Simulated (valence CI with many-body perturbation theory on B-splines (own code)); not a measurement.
**Hyperfine factors and g values of Te20+**

Calculated by configuration interaction combined with many-body perturbation theory (CI+MBPT): four valence electrons over a frozen Dirac-Fock core [Ar] 3d10, radial functions for each j: 11 s, 11 p, 9 d, 7 f, 5 g, 2 h, 1 i, with the one-electron correlation potential Σ1 (screened to all orders), the two-electron term Σ2, the three-electron term Σ3, Breit, model QED; selected single and double excitations, second order for the rest (own B-spline code, finite nucleus).

No measured spectrum was set against this ion. As an estimate, levels hold to about 250 cm⁻¹ or 0.2 % of their energy and the worst to 1 %, as in measured heavy ions of charge 2 to 7; those with d or f electrons hold less well.

A/g_I is the dipole constant over the nuclear g factor μ/I (μ in nuclear magnetons, uniformly magnetised nucleus), B/Q the quadrupole constant per barn. Both hold the static response of the core; the bare values leave it out. Large factors of s and p1/2 electrons are usually good to 5 to 10 %; those of open d and f shells near neutrality can be off by tens of per cent, and small factors of p3/2, d and f electrons come from cancelling terms and can be off by a factor of two or in sign, in half-filled shells by more. B is blank for J = 1/2, where it vanishes, and for nearly pure S terms. Energies count from the lowest level. Levels with J = 0 are left out.

Levels are named by their leading jj configuration (3d3/2^4 stands for four electrons in 3d with j = 3/2), which in mixed levels can hold well under half, so a name can repeat and another be missing. Letters in brackets count levels of one name in rising energy.

```tsv
Level	E (cm⁻¹)	g	A/g_I (MHz)	A/g_I bare	B/Q (MHz/b)	B/Q bare
(4s^2 4p1/2 4p3/2) J=1	88532	1.500	-3700	-3690	11700	11100
(4s^2 4p1/2 4p3/2) J=2	106740	1.234	27700	26300	12700	12100
(4s^2 4p3/2^2) J=2	209480	1.264	13500	12700	10500	9950
(4s 4p1/2^2 4p3/2) J=2	443940	1.819	69000	65600	8730	8250
(4s 4p1/2^2 4p3/2) J=1	512810	0.838	-38400	-36500	20300	19200
(4s 4p1/2 4p3/2^2) J=2 [a]	540850	1.382	49900	47500	23400	22100
(4s 4p1/2 4p3/2^2) J=3	569810	1.332	62000	59000	-1560	-1450
(4s 4p1/2 4p3/2^2) J=1 [a]	621120	1.288	62200	59200	-21600	-20500
(4s 4p1/2 4p3/2^2) J=2 [b]	627230	1.181	12200	11600	-19500	-18500
(4s 4p1/2 4p3/2^2) J=1 [b]	670290	1.534	15400	14700	2670	2530
(4s 4p3/2^3) J=2	704580	1.231	58500	55800	-14800	-14000
(4s^2 4p1/2 4d3/2) J=2	738420	0.758	23600	22600	10500	9930
(4s^2 4p1/2 4d5/2) J=3	776330	1.099	14200	13600	10500	9950
(4s 4p3/2^3) J=1	782850	1.317	-32200	-30600	-1290	-1200
(4s^2 4p1/2 4d5/2) J=2	799330	1.277	-3090	-2780	3060	2880
(4s^2 4p1/2 4d3/2) J=1	807340	0.837	-16600	-15600	2240	2120
(4s^2 4p3/2 4d5/2) J=4	854170	1.249	6050	5810	28200	26700
(4s^2 4p3/2 4d3/2) J=2	877500	1.042	5530	5250	-3210	-3050
(4s^2 4p3/2 4d3/2) J=3	894650	1.250	9900	9490	924	898
(4s^2 4p3/2 4d3/2) J=1	896290	1.209	6080	5930	-11400	-10800
(4s^2 4p3/2 4d5/2) J=2	909450	1.304	10800	10500	-15800	-14900
(4s^2 4p3/2 4d5/2) J=3	954040	1.064	7740	7440	18500	17600
(4s^2 4p3/2 4d5/2) J=1	968760	0.967	-3470	-3070	3550	3350
(4p1/2^2 4p3/2^2) J=2	1005000	1.356	14400	13900	882	837
(4s 4p1/2^2 4d3/2) J=1	1076400	0.295	-46300	-43900	1220	1150
(4s 4p1/2^2 4d3/2) J=2	1088700	1.145	26000	24900	5980	5640
(4p1/2 4p3/2^3) J=1	1102600	1.405	-1500	-1260	-9110	-8630
(4p1/2 4p3/2^3) J=2	1113200	1.135	29100	27700	-24900	-23500
(4s 4p1/2^2 4d5/2) J=3	1113300	1.359	33100	31700	10300	9700
(4s 4p1/2 4p3/2 4d3/2) J=1 [a]	1156400	1.351	33000	31600	-13100	-12400
(4s 4p1/2 4p3/2 4d3/2) J=2 [a]	1156800	1.192	21900	21000	-12300	-11600
(4s 4p1/2 4p3/2 4d3/2) J=3 [a]	1161600	1.273	38400	36600	-10800	-10200
(4s 4p1/2 4p3/2 4d5/2) J=4 [a]	1162300	1.368	28600	27400	17200	16300
(4s 4p1/2^2 4d5/2) J=2	1174800	0.922	-977	-787	-1610	-1500
```

Question: Take the isotope of mass number 125, with I = 1/2, μ = -0.887 μN. What is the hyperfine structure of (4s^2 4p3/2^2) J=2?

Answer: From the table A = -23900 MHz. Shifts from the centre of gravity in MHz: F = 3/2: 35800, F = 5/2: -23900.
